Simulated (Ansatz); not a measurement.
Cartesian coordinates (Å):
```xyz
6

O      1.2061     0.0968    -0.4052
Si    -0.3919    -0.0573    -0.0121
H      1.8125     0.4315     0.2594
H     -0.9915     1.2476     0.3623
H     -0.5881    -0.9932     1.1230
H     -1.0539    -0.5866    -1.2203
```
Charge +1, spin multiplicity 2.

All values below come from Ansatz (a first-principles code) with frozen-core CCSD(T)/cc-pVTZ // B3LYP-D3(BJ)/def2-TZVP. The geometry is that of the parent before the electron was removed.

```json
{
  "HF energy": "-365.81588 Ha",
  "MP2 correlation energy": "-0.31702 Ha"
}
```

Question: Estimate the CCSD correlation energy, the (T) correction, the total energy and the T1 diagnostic.

Answer: 
```yaml
CCSD correlation energy: -0.36500 Ha
"(T) correction": -0.01239 Ha
CCSD(T) total energy: -366.19327 Ha
T1 diagnostic: 0.084
```
